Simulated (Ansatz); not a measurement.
```xyz
17

C     0.352   -1.716   -1.146
C    -0.081   -0.349   -0.632
C    -1.531   -0.373   -0.173
C     0.867    0.098    0.479
Ge    0.579    1.896    1.152
Cl    2.383    2.672    2.002
Cl   -0.912    2.005    2.684
Cl   -0.019    3.240   -0.404
H    -0.288   -2.041   -1.969
H     0.284   -2.468   -0.354
H     1.383   -1.700   -1.506
H     0.005    0.367   -1.457
H    -1.657   -1.040    0.685
H    -1.888    0.617    0.120
H    -2.181   -0.732   -0.974
H     0.797   -0.562    1.350
H     1.907    0.086    0.142
```

Total charge 0; spin multiplicity 1.

Question: List the ωB97M-V/def2-TZVPP orbital energies in eV (Ansatz). (Estimate.)

Answer: Computed: Occupied: -10868.69, -2772.17, -2772.14, -2772.12, -1364.40, -1212.14, -1212.14, -1212.10, -282.30, -282.19, -281.47, -281.43, -262.55, -262.53, -262.51, -200.04, -200.01, -199.99, -199.89, -199.89, -199.87, -199.87, -199.85, -199.85, -176.25, -125.53, -125.53, -125.40, -38.35, -38.34, -38.22, -38.21, -38.21, -26.69, -25.91, -25.57, -25.54, -22.63, -22.31, -19.10, -17.68, -16.24, -15.42, -15.00, -14.25, -13.74, -13.64, -13.48, -13.04, -12.70, -12.30, -12.12, -12.06, -11.93, -11.56, -11.52, -11.35, -10.91. Lowest empty: 1.04, 2.17, 2.54, 2.65, 3.30, 3.49, 3.63, 4.04.
